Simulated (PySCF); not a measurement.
## Name the molecule from its bond curve

A diatomic of charge +1 contains In. Its doublet curve at UHF-MP2 in a double-zeta basis (scalar-relativistic core potentials, PySCF), in eV from the separated fragments:

```json
{"R (Å)": "3.603", "E (eV)": "-0.310"}
{"R (Å)": "3.771", "E (eV)": "-0.384"}
{"R (Å)": "3.939", "E (eV)": "-0.425"}
{"R (Å)": "4.064", "E (eV)": "-0.440"}
{"R (Å)": "4.190", "E (eV)": "-0.445"}
{"R (Å)": "4.316", "E (eV)": "-0.443"}
{"R (Å)": "4.483", "E (eV)": "-0.433"}
{"R (Å)": "4.693", "E (eV)": "-0.414"}
{"R (Å)": "4.944", "E (eV)": "-0.384"}
{"R (Å)": "5.279", "E (eV)": "-0.339"}
```

The fit gives ωe = 47.4 cm⁻¹ and the rotational constant Bₑ = 0.01942 cm⁻¹.

Q: Which atom is the partner?

A: The minimum lies at 4.216 Å, so the reduced mass is 16.8576 u Å² cm⁻¹/(Bₑ·Re²) = 48.84 u. With In at 114.90 u the partner weighs about 84.9 u: Rb. The molecule is RbIn⁺.

Correlated steps freeze 4 core orbitals. Spin–orbit coupling is left out. The state was picked by a PBE0 search and need not be the measured ground state.
